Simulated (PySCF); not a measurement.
PySCF input (HF/def2-TZVPD):

```python
from pyscf import gto, scf, dft

mol = gto.M(
    atom='''
    C     1.45956761   -1.45650465    0.07101688
    Si   -0.00121101   -0.36071927    0.04075763
    C    -1.60871903   -1.25853019    0.24470048
    Cl    0.19005181    1.04699812    1.54628858
    Cl   -0.02060841    0.67510848   -1.75132435
    H     1.37566918   -2.52986106    0.19742474
    H     2.46863238   -1.07715201   -0.03622650
    H    -2.44384894   -0.55821609    0.21907257
    H    -1.62834065   -1.78589833    1.20031408
    H    -1.74078699   -1.98440580   -0.55988772
    ''',
    basis='def2-tzvpd',
    charge=0,
    spin=1,
    verbose=4,
)

mf = scf.UHF(mol).density_fit(auxbasis='def2-universal-jkfit')
mf.conv_tol = 1e-9
mf.max_cycle = 100
mf.max_memory = 1500
mf.kernel()
if not mf.converged:
    mf = mf.newton()
    mf.kernel(mf.make_rdm1())
for _ in range(2):
    mo, _, stable, _ = mf.stability(return_status=True)
    if stable:
        break
    mf.kernel(mf.make_rdm1(mo, mf.mo_occ))
mf.analyze()
```

Output:

```
PySCF version 2.14.0

[INPUT] verbose = 4
[INPUT] num. atoms = 10
[INPUT] num. electrons = 65
[INPUT] charge = 0
[INPUT] spin (= nelec alpha-beta = 2S) = 1
[INPUT] symmetry False subgroup None
[INPUT] Mole.unit = angstrom
[INPUT] Symbol           X                Y                Z      unit          X                Y                Z       unit  Magmom
[INPUT]  1 C      1.459567610000  -1.456504650000   0.071016880000 AA    2.758183043186  -2.752394887655   0.134202453421 Bohr   0.0
[INPUT]  2 Si    -0.001211010000  -0.360719270000   0.040757630000 AA   -0.002288477234  -0.681660628153   0.077020758186 Bohr   0.0
[INPUT]  3 C     -1.608719030000  -1.258530190000   0.244700480000 AA   -3.040038378076  -2.378277378597   0.462416889750 Bohr   0.0
[INPUT]  4 Cl     0.190051810000   1.046998120000   1.546288580000 AA    0.359145870378   1.978539699735   2.922061925743 Bohr   0.0
[INPUT]  5 Cl    -0.020608410000   0.675108480000  -1.751324350000 AA   -0.038944250763   1.275770131571  -3.309523376782 Bohr   0.0
[INPUT]  6 H      1.375669180000  -2.529861060000   0.197424740000 AA    2.599637988205  -4.780744536602   0.373078688813 Bohr   0.0
[INPUT]  7 H      2.468632380000  -1.077152010000  -0.036226500000 AA    4.665039100433  -2.035522293425  -0.068458163452 Bohr   0.0
[INPUT]  8 H     -2.443848940000  -0.558216090000   0.219072570000 AA   -4.618205186409  -1.054875528426   0.413987158705 Bohr   0.0
[INPUT]  9 H     -1.628340650000  -1.785898330000   1.200314080000 AA   -3.077117865996  -3.374858730018   2.268264874659 Bohr   0.0
[INPUT] 10 H     -1.740786990000  -1.984405800000  -0.559887720000 AA   -3.289610652306  -3.749983481998  -1.058034451307 Bohr   0.0

nuclear repulsion = 350.457385503755
number of shells = 98
number of NR pGTOs = 372
number of NR cGTOs = 254
basis = def2-tzvpd
ecp = {}

******** <class 'pyscf.df.df_jk.DFUHF'> ********
method = DFUHF
initial guess = minao
damping factor = 0
level_shift factor = 0
DIIS = <class 'pyscf.scf.diis.CDIIS'>
diis_start_cycle = 1
diis_space = 8
diis_damp = 0
SCF conv_tol = 1e-09
SCF conv_tol_grad = None
SCF max_cycles = 100
direct_scf = False
number electrons alpha = 33  beta = 32
Set gradient conv threshold to 3.16228e-05
******** <class 'pyscf.df.df.DF'> ********
auxbasis = def2-universal-jkfit
init E= -1287.14170312984
  alpha nocc = 33  HOMO = -0.157112462410318  LUMO = 0.0361928716203046
  beta  nocc = 32  HOMO = -0.331047979915287  LUMO = -0.157112462410318

WARN: HOMO -0.157112462410318 >= LUMO -0.157112462410318

cycle= 1 E= -1286.66198827375  delta_E= 0.48  |g|= 0.319  |ddm|= 1.64
  alpha nocc = 33  HOMO = -0.421022989073888  LUMO = 0.0494606261172155
  beta  nocc = 32  HOMO = -0.43760977120552  LUMO = -0.00985774817859664
  HOMO = -0.421022989074  LUMO = -0.0098577481786  gap/eV = 11.18838
cycle= 2 E= -1286.72690547669  delta_E= -0.0649  |g|= 0.157  |ddm|= 0.559
  alpha nocc = 33  HOMO = -0.387777310649987  LUMO = 0.0544579929273752
  beta  nocc = 32  HOMO = -0.435881214021906  LUMO = 0.0455081492734027
  HOMO = -0.38777731065  LUMO = 0.0455081492734  gap/eV = 11.79030
cycle= 3 E= -1286.73999936754  delta_E= -0.0131  |g|= 0.0415  |ddm|= 0.177
[...]
  beta  nocc = 32  HOMO = -0.441396171668518  LUMO = 0.0495864839672142
  HOMO = -0.404634315177  LUMO = 0.0495864839672  gap/eV = 12.35998
Extra cycle  E= -1286.74193088714  delta_E= -1.36e-11  |g|= 2.39e-06  |ddm|= 8e-06
converged SCF energy = -1286.74193088714  <S^2> = 0.76075693  2S+1 = 2.0107282
uhf_internal: lowest eigs of H = [0.36034424 0.50638912 0.5104915 ]
<class 'pyscf.df.df_jk.DFUHF'> wavefunction is stable in the internal stability analysis
**** SCF Summaries ****
Total Energy =                       -1286.741930887141962
Nuclear Repulsion Energy =             350.457385503755006
One-electron Energy =                -2475.534528481847246
Two-electron Energy =                  838.335212090950336
Two-electron Coulomb Energy =          926.145672499719694
DFT Exchange-Correlation Energy =      -87.810460408769359
HOMO-LUMO gap [eV] =                    12.359977503814273
**** MO energy ****
                             alpha | beta                alpha | beta
MO #1   energy= -104.825267613763  | -104.824962318658  occ= 1 | 1
MO #2   energy= -104.825267477574  | -104.824962170186  occ= 1 | 1
MO #3   energy= -68.8462712043202  | -68.8468301523864  occ= 1 | 1
MO #4   energy= -11.2521472769089  | -11.2308058103311  occ= 1 | 1
MO #5   energy= -11.2249791777702  | -11.2251128914521  occ= 1 | 1
MO #6   energy= -10.5549913322753  | -10.5546822885611  occ= 1 | 1
MO #7   energy= -10.5549855825023  | -10.5546770433378  occ= 1 | 1
MO #8   energy= -8.02186119249161  | -8.02125422737586  occ= 1 | 1
MO #9   energy= -8.02185883844836  | -8.0212525009861   occ= 1 | 1
MO #10  energy= -8.02082844564445  | -8.02046178390834  occ= 1 | 1
MO #11  energy= -8.02082761980323  | -8.02046130774023  occ= 1 | 1
MO #12  energy= -8.0206245272209   | -8.02015040151167  occ= 1 | 1
MO #13  energy= -8.02062412378787  | -8.0201499654624   occ= 1 | 1
MO #14  energy= -6.18827791791786  | -6.18907824816974  occ= 1 | 1
MO #15  energy= -4.29605014460279  | -4.29607156796283  occ= 1 | 1
MO #16  energy= -4.29512973752894  | -4.29586110446474  occ= 1 | 1
MO #17  energy= -4.29381272982397  | -4.29510814932667  occ= 1 | 1
MO #18  energy= -1.11403771210676  | -1.11112942748364  occ= 1 | 1
MO #19  energy= -1.08313385854915  | -1.08086040214241  occ= 1 | 1
MO #20  energy= -0.979234121602915 | -0.968440013121047 occ= 1 | 1
MO #21  energy= -0.954333576873285 | -0.878769181103586 occ= 1 | 1
MO #22  energy= -0.679374807080809 | -0.674121303913736 occ= 1 | 1
MO #23  energy= -0.610525878311628 | -0.599038406353934 occ= 1 | 1
MO #24  energy= -0.589756447697712 | -0.587242702106708 occ= 1 | 1
MO #25  energy= -0.585188434916714 | -0.581791836511951 occ= 1 | 1
MO #26  energy= -0.537872120252255 | -0.529426371487703 occ= 1 | 1
MO #27  energy= -0.535350349984282 | -0.526966287240553 occ= 1 | 1
MO #28  energy= -0.518569555485767 | -0.516037007699357 occ= 1 | 1
MO #29  energy= -0.474196753924473 | -0.467562075214927 occ= 1 | 1
MO #30  energy= -0.473311059948968 | -0.466673975003532 occ= 1 | 1
MO #31  energy= -0.45246701910288  | -0.450349310223944 occ= 1 | 1
MO #32  energy= -0.446622611255498 | -0.441396171668518 occ= 1 | 1
MO #33  energy= -0.404634315176565 | 0.0495864839672142 occ= 1 | 0
MO #34  energy= 0.0536226670900499 | 0.0545796356768363 occ= 0 | 0
MO #35  energy= 0.0728477122761747 | 0.0777699243687738 occ= 0 | 0
MO #36  energy= 0.0770517506346381 | 0.078285705726769  occ= 0 | 0
MO #37  energy= 0.0799266923060747 | 0.0804749173796272 occ= 0 | 0
MO #38  energy= 0.097569291322486  | 0.0981436689164023 occ= 0 | 0
MO #39  energy= 0.102860659087866  | 0.10306215433656   occ= 0 | 0
MO #40  energy= 0.105643652643381  | 0.106310301362839  occ= 0 | 0
MO #41  energy= 0.106414150992978  | 0.110842629270024  occ= 0 | 0
MO #42  energy= 0.126041478070257  | 0.126883696821951  occ= 0 | 0
MO #43  energy= 0.137587336777158  | 0.138699315774131  occ= 0 | 0
MO #44  energy= 0.154655940065403  | 0.159561804306993  occ= 0 | 0
MO #45  energy= 0.159817775144765  | 0.161941292263521  occ= 0 | 0
MO #46  energy= 0.170264436534329  | 0.171252430920407  occ= 0 | 0
MO #47  energy= 0.184579318834427  | 0.186126063519372  occ= 0 | 0
MO #48  energy= 0.184750867955529  | 0.191319726675064  occ= 0 | 0
MO #49  energy= 0.191045787310259  | 0.202140916047369  occ= 0 | 0
MO #50  energy= 0.199878190015712  | 0.206378112729176  occ= 0 | 0
MO #51  energy= 0.208209714324851  | 0.222908208841945  occ= 0 | 0
MO #52  energy= 0.22634581921776   | 0.229847054338952  occ= 0 | 0
MO #53  energy= 0.231078281992718  | 0.233828343566854  occ= 0 | 0
MO #54  energy= 0.253094306303831  | 0.253242278852522  occ= 0 | 0
MO #55  energy= 0.257509604797605  | 0.26492684339757   occ= 0 | 0
MO #56  energy= 0.261060192398588  | 0.265691858954763  occ= 0 | 0
MO #57  energy= 0.267726630592209  | 0.268315498420883  occ= 0 | 0
MO #58  energy= 0.271080774289907  | 0.273734065848816  occ= 0 | 0
MO #59  energy= 0.283443617934903  | 0.284674237171888  occ= 0 | 0
MO #60  energy= 0.289543690620195  | 0.296669220144703  occ= 0 | 0
MO #61  energy= 0.295959161723199  | 0.30086061130663   occ= 0 | 0
MO #62  energy= 0.314028314706797  | 0.31597046582744   occ= 0 | 0
MO #63  energy= 0.325183322857639  | 0.326047505625439  occ= 0 | 0
MO #64  energy= 0.329976746909665  | 0.33374042341092   occ= 0 | 0
MO #65  energy= 0.330596457182047  | 0.334302072684665  occ= 0 | 0
MO #66  energy= 0.338760646870563  | 0.341110630771958  occ= 0 | 0
MO #67  energy= 0.339475086719065  | 0.345730786967546  occ= 0 | 0
MO #68  energy= 0.342873049087449  | 0.353211084371037  occ= 0 | 0
MO #69  energy= 0.352810916290836  | 0.355150090179954  occ= 0 | 0
MO #70  energy= 0.364557662992017  | 0.36661813015256   occ= 0 | 0
MO #71  energy= 0.377826568446779  | 0.380687863293063  occ= 0 | 0
MO #72  energy= 0.378359731701488  | 0.383691844229169  occ= 0 | 0
MO #73  energy= 0.383709947670814  | 0.385662499053775  occ= 0 | 0
MO #74  energy= 0.391122653981891  | 0.392905325132161  occ= 0 | 0
MO #75  energy= 0.397648971322935  | 0.400207672007275  occ= 0 | 0
MO #76  energy= 0.402101202368591  | 0.407444099468497  occ= 0 | 0
MO #77  energy= 0.414093581128922  | 0.418363961607272  occ= 0 | 0
MO #78  energy= 0.416062222977332  | 0.419522848349084  occ= 0 | 0
MO #79  energy= 0.423352995927712  | 0.430283955685308  occ= 0 | 0
MO #80  energy= 0.429578736263993  | 0.431042093724858  occ= 0 | 0
MO #81  energy= 0.430750639372929  | 0.437114345724339  occ= 0 | 0
MO #82  energy= 0.441567480194451  | 0.443711967668723  occ= 0 | 0
MO #83  energy= 0.450155238874382  | 0.451939069048311  occ= 0 | 0
MO #84  energy= 0.463880488326318  | 0.464403686009726  occ= 0 | 0
MO #85  energy= 0.474993714340605  | 0.479180419824852  occ= 0 | 0
MO #86  energy= 0.475096194825053  | 0.481778628106758  occ= 0 | 0
MO #87  energy= 0.50279366690262   | 0.504547630040303  occ= 0 | 0
MO #88  energy= 0.506760454144596  | 0.513095106583512  occ= 0 | 0
MO #89  energy= 0.51769713562062   | 0.519366421795211  occ= 0 | 0
MO #90  energy= 0.523884084768512  | 0.52551236585744   occ= 0 | 0
MO #91  energy= 0.549972752119814  | 0.551651267172103  occ= 0 | 0
MO #92  energy= 0.555733213228879  | 0.560588511858467  occ= 0 | 0
MO #93  energy= 0.559270081314025  | 0.568101489699086  occ= 0 | 0
MO #94  energy= 0.585517116663407  | 0.589348522395013  occ= 0 | 0
MO #95  energy= 0.589788279451145  | 0.590526231714604  occ= 0 | 0
MO #96  energy= 0.5927963195593    | 0.593355096616401  occ= 0 | 0
MO #97  energy= 0.605050317869609  | 0.606548408663482  occ= 0 | 0
MO #98  energy= 0.608421851196603  | 0.621046559210419  occ= 0 | 0
MO #99  energy= 0.626971311299575  | 0.639268033438124  occ= 0 | 0
MO #100 energy= 0.648877402398615  | 0.65057766963871   occ= 0 | 0
MO #101 energy= 0.663325532421216  | 0.695129644876311  occ= 0 | 0
MO #102 energy= 0.689198676469129  | 0.697732259367782  occ= 0 | 0
MO #103 energy= 0.69484431268988   | 0.698427035901365  occ= 0 | 0
MO #104 energy= 0.704089640839407  | 0.712625663040561  occ= 0 | 0
[...]
```

It need not be the lowest isomer of its formula.
